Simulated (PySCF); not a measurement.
Computed with PySCF with B3LYP-D3(BJ)/def2-TZVP. All species are isolated molecules in the gas phase. One relaxed conformer stands for a flexible species; it need not be the lowest. B3LYP has the VWN-RPA correlation part, as in Gaussian. Delta-SCF ions had no search for a lower state. 

Reference species (SMILES): `C[Si](C)=O` (neutral, multiplicity 1).

```json
{
 "LUMO": "-1.08 eV",
 "HOMO": "-7.28 eV",
 "HOMO–LUMO gap": "6.20 eV",
 "vertical ionisation energy (Delta-SCF)": "9.70 eV"
}
```

Changed species: `[C@@H]1([SiH2]C1)O` (H–O–C–Si torsion 142°).

Give the shifts of the LUMO, HOMO, HOMO–LUMO gap and vertical ionisation energy (Delta-SCF).

the LUMO rises by 1.03 eV, to -0.05 eV; the HOMO rises by 0.62 eV, to -6.66 eV; the HOMO–LUMO gap rises by 0.41 eV, to 6.61 eV; the vertical ionisation energy (Delta-SCF) falls by 0.70 eV, to 9.00 eV.
